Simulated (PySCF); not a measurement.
CH3Cl5Si2.
SMILES: `C[Si](Cl)(Cl)[Si](Cl)(Cl)Cl`

Computed, not measured: PBE0/def2-SVPD in PySCF (dipole) on a GFN2-xTB geometry, gas phase.

Take the most abundant isotopes and a rigid rotor. 

(1) What are A, B and C (MHz)?

(2) What kind of rotor is it?

(3) Is it planar, by Δ = Ic − Ia − Ib?

(4) Give the coordinates in the principal-axis frame, origin at the centre of mass.

(5) List the rotational levels J(Ka,Kc) to J = 5 (cm⁻¹).

(6) Predict some low-J microwave lines.

(7) Estimate the classical rotational partition function at 100 K, 298.15 K and 500 K.

## Answers

(1) Ia = 659.61, Ib = 1049.53, Ic = 1139.88 u·Å²; 505379 MHz·u·Å²/I gives A = 766.2, B = 481.5, C = 443.4 MHz.

(2) An asymmetric top. Ray's parameter κ = (2B − A − C)/(A − C) = -0.764; −1 is the prolate and +1 the oblate limit.

(3) Not planar: Δ = Ic − Ia − Ib = -569.25 u·Å². For a rigid frame Δ = −2 Σ m c², so Σ m c² = 284.63 u·Å² lies off the ab plane: 20.92 from hydrogen and 263.71 from heavier atoms. The atom farthest from that plane is 2.72 Å away.

(4) The sense of each axis is arbitrary; atoms in the order of the calculation.
```csv
atom,mass (u),a (Å),b (Å),c (Å)
C1,12.000,-1.630,-0.003,2.239
Si2,27.977,-1.294,0.000,0.365
Cl3,34.969,-2.152,1.638,-0.457
Cl4,34.969,-2.155,-1.637,-0.459
Si5,27.977,1.011,0.000,-0.027
Cl6,34.969,1.865,1.629,0.822
Cl7,34.969,1.866,-1.632,0.817
Cl8,34.969,1.509,0.003,-1.988
H9,1.008,-1.198,0.872,2.717
H10,1.008,-1.204,-0.882,2.714
H11,1.008,-2.697,0.000,2.451
```

(5) Above 0(0,0):
J = 1: 1(0,1) 0.0309, 1(1,1) 0.0403, 1(1,0) 0.0416
J = 2: 2(0,2) 0.0924, 2(1,2) 0.1008, 2(1,1) 0.1046, 2(2,1) 0.1331, 2(2,0) 0.1332
J = 3: 3(0,3) 0.1845, 3(1,3) 0.1913, 3(1,2) 0.1990, 3(2,2) 0.2256, 3(2,1) 0.2262, 3(3,1) 0.2764, 3(3,0) 0.2764
J = 4: 4(0,4) 0.3068, 4(1,4) 0.3120, 4(1,3) 0.3247, 4(2,3) 0.3489, 4(2,2) 0.3507, 4(3,2) 0.4000, 4(3,1) 0.4000, 4(4,1) 0.4707, 4(4,0) 0.4707
J = 5: 5(0,5) 0.4589, 5(1,5) 0.4626, 5(1,4) 0.4815, 5(2,4) 0.5029, 5(2,3) 0.5068, 5(3,3) 0.5546, 5(3,2) 0.5548, 5(4,2) 0.6252, 5(4,1) 0.6252, 5(5,1) 0.7162, 5(5,0) 0.7162

(6) The dipole components are |μa| = 0.70 D, |μb| = 0.00 D, |μc| = 1.67 D; the mirror of this Cs structure is the ac plane, so μb vanishes by symmetry and there are no b-type lines. Intensities carry the squares of the components, which stand as 0.17 : 1.00 (a : c). Some lines, for components of 0.1 D or more:

| type | branch | J(Ka,Kc) | MHz | lower level (cm⁻¹) |
| --- | --- | --- | --- | --- |
| c | Q | 2(2,1) ← 2(1,1) | 854 | 0.105 |
| a | R | 1(0,1) ← 0(0,0) | 925 | 0.000 |
| c | R | 1(1,0) ← 0(0,0) | 1248 | 0.000 |
| a | R | 2(1,2) ← 1(1,1) | 1812 | 0.040 |
| a | R | 2(0,2) ← 1(0,1) | 1846 | 0.031 |
| a | R | 2(1,1) ← 1(1,0) | 1888 | 0.042 |
| c | R | 2(1,1) ← 1(0,1) | 2211 | 0.031 |
| c | R | 2(2,0) ← 1(1,0) | 2745 | 0.042 |
| c | R | 2(2,1) ← 1(1,1) | 2780 | 0.040 |

(7) Point group Cs, symmetry number σ = 1; q = (√π/σ)·√((kT/h)³/(ABC)), k/h = 20836.6 MHz/K: 417000 at 100 K, 2150000 at 298.15 K, 4660000 at 500 K.

No GFN2-xTB frequencies stand behind this structure, so it isn't proved a minimum. These are rigid-rotor constants of the computed structure; measured ground-state constants (B0) also hold zero-point vibration. A rigid rotor knows nothing of internal rotation, which can split or shift real lines. Quadrupole hyperfine structure (35Cl) is left out.

Hardware: one thread, x86-64 server (shared host). Cost: 40 s of wall time. This is the PBE0/def2-SVPD job that gave the dipole, with the excitations it also computed.

The values belong to the conformer `[CH3:1][Si:2]([Cl:3])([Cl:4])[Si:5]([Cl:6])([Cl:7])[Cl:8]`: C1–Si2–Si5–Cl6 -59°.
